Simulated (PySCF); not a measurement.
PySCF input file for Al(All)(F)(OH) (C3H6AlFO), SMILES [CH2](C=C)[Al]([OH])[F], B3LYP-D3(BJ)/def2-SVP. Geometry optimised at B3LYP-D3(BJ)/def2-SVP. The values are those of a single conformer.

```python
import numpy as np
from pyscf import gto, scf, dft, df
from pyscf.hessian import thermo

mol = gto.M(
    atom='''
    Al    0.38635394    0.55831979    0.53530536
    C    -0.12288639   -1.31928204    0.49219838
    C    -1.10358912   -1.35169994   -0.64693207
    C    -0.80521881   -1.53692483   -1.94194057
    H    -0.57980224   -1.64989707    1.43694847
    H     0.76414851   -1.93887446    0.28413428
    H    -2.14809740   -1.14208704   -0.38097224
    H     0.21879287   -1.74382450   -2.27150612
    H    -1.57814543   -1.49864786   -2.71330449
    F     1.76577404    1.07246084   -0.25254326
    O    -0.61408603    1.70637040    1.28329502
    H    -0.48860979    2.65950363    1.27230529
    ''',
    basis='def2-SVP',
    charge=0,
    spin=0,
    max_memory=1600,
    verbose=3,
)
mf = dft.RKS(mol, xc='b3lyp').density_fit(auxbasis='def2-universal-jkfit')
mf.disp = 'd3bj'
mf.grids.level = 3
mf.conv_tol = 1e-11
mf.max_cycle = 100
mf.kernel()

# [left out here: the lines that compute and print the analytic Hessian (its translational invariance restored by hand, since the grid's response is missing), thermochemistry and intensities]
```

Log of the run:

```
converged SCF energy = -535.278640765859

WARN: DFTD3 does not support analytical Hessian, using finite difference


WARN: Mole.unit (angstrom) is changed to Bohr

Mode                                 0                   1                   2
Irrep
Freq [cm^-1]                       35.5265             44.5906            139.4119
Reduced mass [au]                   4.7215              4.1512              2.3043
Force const [Dyne/A]                0.0035              0.0049              0.0264
Char temp [K]                      51.1147             64.1559            200.5826
Normal mode                   x     y     z       x     y     z       x     y     z
       0  Al                -0.03 -0.02  0.00   -0.01  0.02  0.01   -0.04  0.03 -0.00
       1   C                -0.03 -0.02  0.07   -0.07  0.04 -0.01    0.02  0.01 -0.04
       2   C                 0.03  0.01  0.02   -0.00  0.00 -0.07   -0.01 -0.15 -0.01
       3   C                 0.11  0.13  0.02    0.06 -0.13 -0.04   -0.02  0.02 -0.03
       4   H                -0.08 -0.01  0.05   -0.13  0.07 -0.03    0.10 -0.06 -0.02
       5   H                -0.02 -0.03  0.12   -0.07  0.01  0.06    0.09  0.11 -0.06
       6   H                 0.01 -0.07 -0.02   -0.01  0.07 -0.15   -0.06 -0.44  0.05
       7   H                 0.14  0.22  0.06    0.07 -0.20  0.04    0.03  0.32 -0.09
       8   H                 0.15  0.15 -0.02    0.11 -0.15 -0.08   -0.06 -0.13  0.00
       9   F                -0.07 -0.06 -0.09   -0.04  0.01 -0.05    0.01 -0.03  0.04
      10   O                 0.02  0.01  0.01    0.07  0.03  0.12    0.05  0.09  0.02
      11   H                 0.01  0.01 -0.05    0.11  0.03  0.15    0.13  0.08  0.03
Mode                                 3                   4                   5
Irrep
Freq [cm^-1]                      199.3178            238.3760            286.6031
Reduced mass [au]                   3.1975              4.8982              5.4695
[...]
      11   H                -0.16  0.09  0.11    0.00  0.00 -0.00   -0.04  0.03  0.02
Mode                                15                  16                  17
Irrep
Freq [cm^-1]                      936.0138           1007.6608           1031.9249
Reduced mass [au]                   8.3139              1.2704              1.1251
Force const [Dyne/A]                4.2916              0.7600              0.7059
Char temp [K]                    1346.7154           1449.7996           1484.7101
Normal mode                   x     y     z       x     y     z       x     y     z
       0  Al                 0.10 -0.05 -0.07    0.02 -0.01 -0.02    0.01  0.00 -0.00
       1   C                 0.02  0.01  0.06   -0.04 -0.00 -0.07   -0.02 -0.01 -0.02
       2   C                -0.03  0.01 -0.02    0.07  0.01  0.02    0.01 -0.09  0.01
       3   C                -0.01 -0.01 -0.04   -0.05  0.01  0.03   -0.02  0.02  0.00
       4   H                 0.13 -0.02  0.10   -0.39 -0.17 -0.30   -0.06 -0.05 -0.06
       5   H                 0.02  0.04 -0.03    0.18  0.21  0.24    0.10  0.12  0.10
       6   H                -0.03 -0.00 -0.04    0.12 -0.20  0.36    0.17  0.74  0.01
       7   H                 0.01  0.02  0.01    0.03 -0.09  0.34    0.08  0.39  0.06
       8   H                 0.04 -0.02 -0.09    0.15  0.08 -0.16   -0.01 -0.32 -0.02
       9   F                -0.07 -0.02  0.04   -0.01 -0.00  0.01   -0.00 -0.00  0.00
      10   O                -0.07  0.09  0.05   -0.01  0.01  0.01   -0.00  0.00  0.00
      11   H                -0.11  0.10  0.08   -0.01  0.01  0.01    0.00  0.00 -0.00
Mode                                18                  19                  20
Irrep
Freq [cm^-1]                     1091.0520           1195.9354           1312.0798
Reduced mass [au]                   1.4833              1.5261              1.2313
Force const [Dyne/A]                1.0403              1.2860              1.2489
Char temp [K]                    1569.7809           1720.6847           1887.7907
Normal mode                   x     y     z       x     y     z       x     y     z
       0  Al                 0.01  0.02  0.00    0.01  0.00 -0.01    0.00 -0.00 -0.00
       1   C                -0.08 -0.13 -0.04    0.09 -0.02 -0.01    0.01 -0.01 -0.01
       2   C                 0.01  0.06 -0.00   -0.13  0.02 -0.03    0.08 -0.01 -0.02
       3   C                 0.01 -0.01 -0.00    0.06 -0.01  0.04   -0.08  0.02  0.06
       4   H                 0.26  0.43  0.31   -0.25 -0.14 -0.21   -0.02  0.04 -0.01
       5   H                 0.33  0.39  0.13    0.32  0.16  0.43    0.06  0.05  0.01
       6   H                -0.00 -0.07  0.06   -0.17  0.01 -0.18   -0.12 -0.08 -0.78
       7   H                 0.01  0.04 -0.03   -0.03 -0.01 -0.20    0.03  0.04  0.40
       8   H                -0.02 -0.05  0.02   -0.14  0.05  0.24   -0.04  0.01  0.03
       9   F                -0.01 -0.00  0.00   -0.00 -0.00  0.00   -0.00  0.00  0.00
      10   O                 0.00 -0.01 -0.00   -0.00 -0.00  0.00   -0.00  0.00  0.00
      11   H                 0.01 -0.01 -0.01    0.00 -0.00  0.00   -0.00  0.00 -0.00
Mode                                21                  22                  23
Irrep
Freq [cm^-1]                     1410.2424           1436.8495           1689.6128
Reduced mass [au]                   1.1136              1.1791              4.5972
Force const [Dyne/A]                1.3049              1.4343              7.7324
Char temp [K]                    2029.0248           2067.3065           2430.9766
Normal mode                   x     y     z       x     y     z       x     y     z
       0  Al                -0.00  0.00 -0.00    0.00  0.00  0.00   -0.00  0.00 -0.00
       1   C                -0.03  0.03 -0.03    0.04 -0.02  0.06    0.00 -0.00  0.03
       2   C                 0.00  0.01 -0.07   -0.02 -0.02 -0.07    0.01 -0.02 -0.20
       3   C                 0.01 -0.00 -0.02    0.02 -0.01 -0.03   -0.03  0.02  0.17
       4   H                 0.45 -0.27  0.12   -0.33  0.26 -0.02    0.05  0.03  0.07
       5   H                -0.08 -0.20  0.41    0.03  0.15 -0.44   -0.02 -0.01 -0.06
       6   H                 0.07 -0.01  0.17    0.05  0.03  0.20    0.13 -0.00  0.15
       7   H                 0.13  0.02  0.38    0.15  0.02  0.38   -0.17  0.01 -0.16
       8   H                -0.30  0.08  0.31   -0.33  0.10  0.34    0.20 -0.04 -0.03
       9   F                 0.00 -0.00  0.00   -0.00 -0.00  0.00   -0.00 -0.00  0.00
      10   O                 0.00 -0.00  0.00    0.00 -0.00 -0.00    0.00 -0.00 -0.00
      11   H                -0.00 -0.00  0.00    0.00 -0.00 -0.00    0.00 -0.00 -0.00
Mode                                24                  25                  26
Irrep
Freq [cm^-1]                     3053.5134           3117.3963           3129.4789
Reduced mass [au]                   1.0585              1.0977              1.0675
Force const [Dyne/A]                5.8149              6.2855              6.1598
Char temp [K]                    4393.3259           4485.2392           4502.6234
Normal mode                   x     y     z       x     y     z       x     y     z
       0  Al                -0.00 -0.00 -0.00   -0.00  0.00  0.00    0.00 -0.00 -0.00
       1   C                -0.03  0.05 -0.03   -0.05  0.01  0.05    0.03 -0.00 -0.03
       2   C                 0.00  0.00  0.00    0.04 -0.01 -0.01    0.03 -0.00 -0.00
       3   C                 0.00 -0.00 -0.00    0.00 -0.00 -0.01    0.02 -0.01 -0.05
       4   H                -0.26 -0.17  0.52    0.26  0.19 -0.53   -0.12 -0.09  0.25
       5   H                 0.61 -0.42 -0.16    0.37 -0.27 -0.09   -0.20  0.14  0.05
       6   H                -0.01  0.00  0.00   -0.50  0.10  0.13   -0.32  0.06  0.08
       7   H                -0.01  0.00  0.00   -0.10  0.02  0.03   -0.60  0.12  0.19
       8   H                 0.01 -0.00  0.01    0.10 -0.01  0.09    0.37 -0.02  0.35
       9   F                 0.00 -0.00 -0.00    0.00  0.00 -0.00   -0.00  0.00  0.00
      10   O                -0.00  0.00 -0.00   -0.00 -0.00 -0.00   -0.00  0.00  0.00
      11   H                -0.00  0.00 -0.00    0.00  0.00 -0.00   -0.00 -0.00  0.00
Mode                                27                  28                  29
Irrep
Freq [cm^-1]                     3135.5984           3230.5697           3922.0985
Reduced mass [au]                   1.0924              1.1163              1.0680
Force const [Dyne/A]                6.3281              6.8643              9.6797
Char temp [K]                    4511.4280           4648.0705           5643.0266
Normal mode                   x     y     z       x     y     z       x     y     z
       0  Al                -0.00  0.00  0.00    0.00 -0.00 -0.00    0.00 -0.00 -0.00
       1   C                -0.03  0.00  0.03   -0.00 -0.00 -0.00   -0.00 -0.00 -0.00
       2   C                -0.06  0.01  0.02    0.01 -0.00 -0.00    0.00 -0.00  0.00
       3   C                 0.02 -0.01 -0.03    0.09 -0.01  0.03   -0.00 -0.00  0.00
       4   H                 0.12  0.09 -0.26   -0.00 -0.00  0.01    0.00  0.00 -0.00
       5   H                 0.19 -0.14 -0.04   -0.01  0.00 -0.00    0.00  0.00 -0.00
       6   H                 0.68 -0.13 -0.18   -0.09  0.02  0.02    0.00  0.00  0.00
       7   H                -0.41  0.08  0.13   -0.50  0.10  0.17    0.00  0.00 -0.00
       8   H                 0.16 -0.01  0.16   -0.54  0.03 -0.54   -0.00  0.00 -0.00
       9   F                 0.00 -0.00  0.00   -0.00  0.00  0.00    0.00 -0.00 -0.00
      10   O                 0.00 -0.00  0.00   -0.00  0.00  0.00    0.01  0.06  0.00
      11   H                 0.00  0.00 -0.00    0.00  0.00  0.00   -0.11 -0.96  0.00
temperature 298.1500 [K]
pressure 101325.00 [Pa]
Rotational constants [GHz] 4.14497 1.77435 1.49072
Symmetry number 1
Zero-point energy (ZPE) 0.08572 [Eh]   225049.766 [J/mol]
                           tot       elec      trans        rot        vib
Entropy [J/mol/K]       380.609      0.000    166.676    116.207     97.725
Cv [J/mol/K]            115.489      0.000     12.472     12.472     90.546
Cp [J/mol/K]            123.804      0.000     20.786     12.472     90.546
Internal energy [J/mol]                      3718.434   3718.434 239379.374
Internal energy [Eh]   -535.18463  -535.27864
Enthalpy [J/mol]                             6197.391   3718.434 239379.374
Enthalpy [Eh]          -535.18369
Gibbs free energy [J/mol]                  -43497.181 -30928.777 210242.549
Gibbs free energy [Eh] -535.22691
static polarisability / bohr^3: [[49.513  1.595  2.463]
 [ 1.599 49.991 10.444]
 [ 2.472 10.442 65.514]]
largest difference of analytic and finite-field dipole derivatives / e: 0.0011896236841386632
mode   freq/cm-1   IR/(km/mol)   Raman/(A^4/amu)   depolarisation
   1       35.53         0.455             2.283            0.744
   2       44.59         0.456             2.809            0.749
   3      139.41         0.175             3.505            0.634
   4      199.32         3.148             5.129            0.649
   5      238.38        50.263             1.389            0.688
   6      286.60        35.424             1.880            0.439
   7      370.14       161.065             0.821            0.750
   8      412.20         2.095             2.840            0.439
   9      551.18        43.700            10.517            0.090
  10      570.89       104.110             6.335            0.076
  11      685.51        30.184             8.600            0.484
  12      710.53        34.464             8.482            0.348
  13      841.20       119.681             1.481            0.741
  14      912.14        38.894             2.019            0.748
  15      927.74        14.057             1.613            0.401
  16      936.01       124.019             2.558            0.266
  17     1007.66        13.814             0.752            0.749
  18     1031.92        20.099             0.594            0.578
  19     1091.05        51.748            51.314            0.328
  20     1195.94        18.505             7.339            0.701
  21     1312.08         0.998            19.533            0.378
  22     1410.24         4.964            16.582            0.579
  23     1436.85         4.993            10.053            0.482
  24     1689.61        26.052            51.515            0.187
  25     3053.51         3.735           104.997            0.166
  26     3117.40         1.665            81.492            0.745
  27     3129.48        10.832            46.769            0.278
  28     3135.60         5.701           138.968            0.193
  29     3230.57         8.522            89.418            0.610
  30     3922.10        96.702           167.789            0.287
max |gradient| / (hartree/bohr): 0.00015800307246338825
APT charges: [ 1.5172 -0.3971  0.1131 -0.1749  0.026   0.0084  0.0154  0.0288  0.0382
 -0.6187 -0.8679  0.3116]
```

The run converged.
